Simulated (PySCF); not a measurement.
C5H8Si.
SMILES with atom numbers: `[CH:1]#[C:2][C@H:3]1[CH2:4][CH2:5][SiH2:6]1` (hydrogens: H7 on C1; H8 on C3; H9, H10 on C4; H11, H12 on C5; H13, H14 on Si6)

The same species was optimised twice, with GFN2-xTB and with PBE0-D3(BJ)/def2-SVP (PySCF), and the same property calculations (PySCF, gas phase) were run on both structures.

```tsv
coordinate	GFN2-xTB	PBE0-D3(BJ)/def2-SVP	change
C5–Si6 (Å)	1.911	1.894	-0.017
C3–Si6 (Å)	1.932	1.916	-0.016
C1≡C2 (Å)	1.198	1.213	+0.015
C3–C4 (Å)	1.549	1.561	+0.012
C4–C5 (Å)	1.541	1.549	+0.008
C2–C3 (Å)	1.434	1.441	+0.007
C2–C3–Si6 (°)	118.7	123.6	+4.9
C4–C3–Si6 (°)	90.5	85.9	-4.6
C4–C5–Si6 (°)	91.5	87.0	-4.5
C2–C3–C4 (°)	114.8	118.8	+4.0
C3–Si6–C5 (°)	76.0	77.9	+1.9
C1–C2–C3 (°)	177.8	179.0	+1.2
C3–C4–C5 (°)	99.9	100.7	+0.8
```

Rotational constants: A = 5496, B = 2079, C = 1669 MHz (GFN2-xTB) against A = 6000, B = 1952, C = 1595 MHz (PBE0-D3(BJ)/def2-SVP). Point groups within 0.08 Å: C1 and C1. Atoms that the bonding makes alike are paired by their places after alignment.

On the GFN2-xTB structure: HOMO (eV) -7.03 [PBE0/pcSseg-1]; LUMO (eV) 0.07 [PBE0/pcSseg-1]; dipole (D) 1.20 [PBE0/pcSseg-1]; GIAO shielding of C1 (ppm) 111.1 [PBE0/pcSseg-1]; GIAO shielding of C2 (ppm) 95.1 [PBE0/pcSseg-1]; GIAO shielding of C3 (ppm) 170.2 [PBE0/pcSseg-1]; GIAO shielding of C4 (ppm) 155.0 [PBE0/pcSseg-1]; GIAO shielding of C5 (ppm) 179.3 [PBE0/pcSseg-1]; GIAO shielding of Si6 (ppm) 372.4 [PBE0/pcSseg-1].

What do these properties become on the PBE0-D3(BJ)/def2-SVP structure?

| property | level | on GFN2-xTB | on PBE0-D3(BJ)/def2-SVP | change |
| --- | --- | --- | --- | --- |
| HOMO (eV) | PBE0/pcSseg-1 | -7.03 | -7.06 | -0.03 |
| LUMO (eV) | PBE0/pcSseg-1 | 0.07 | 0.22 | +0.15 |
| dipole (D) | PBE0/pcSseg-1 | 1.20 | 1.18 | -0.02 |
| energy, GFN2-xTB geometry as zero (kcal/mol) | PBE0/pcSseg-1 | 0.0 | -2.7 | -2.7 |
| GIAO shielding of C1 (ppm) | PBE0/pcSseg-1 | 111.1 | 110.4 | -0.7 |
| GIAO shielding of C2 (ppm) | PBE0/pcSseg-1 | 95.1 | 96.8 | +1.7 |
| GIAO shielding of C3 (ppm) | PBE0/pcSseg-1 | 170.2 | 168.1 | -2.1 |
| GIAO shielding of C4 (ppm) | PBE0/pcSseg-1 | 155.0 | 152.1 | -2.9 |
| GIAO shielding of C5 (ppm) | PBE0/pcSseg-1 | 179.3 | 176.7 | -2.6 |
| GIAO shielding of Si6 (ppm) | PBE0/pcSseg-1 | 372.4 | 369.9 | -2.5 |

The heavy atoms differ by 0.143 Å rms after alignment. Among bonds between heavy atoms C3–Si6 and C5–Si6 change most and about equally (-0.017 to -0.016 Å). Changes are differences of the printed values. Neither structure is proved a minimum here.
